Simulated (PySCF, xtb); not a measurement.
Bi(Cl)(OH)2 (BiClH2O2), SMILES [OH][Bi]([OH])[Cl]. The values are those of a single conformer.

Harmonic wavenumbers (cm⁻¹) from GFN2-xTB in xtb at its own minimum, in rising order: 103, 135, 168, 179, 292, 316, 468, 469, 829, 888, 3671, 3675.

**Question.** What does B3LYP-D3(BJ)/def2-SVP (PySCF 2.14.0) give at its own minimum? (Estimate from the structure and the level; the computed values follow.)

**Answer.** 91, 131, 157, 274, 279, 319, 559, 572, 818, 841, 3781, 3788. Paired by order, the mean absolute difference is 51 cm⁻¹ and the zero-point energies are 16.0 and 16.6 kcal/mol.
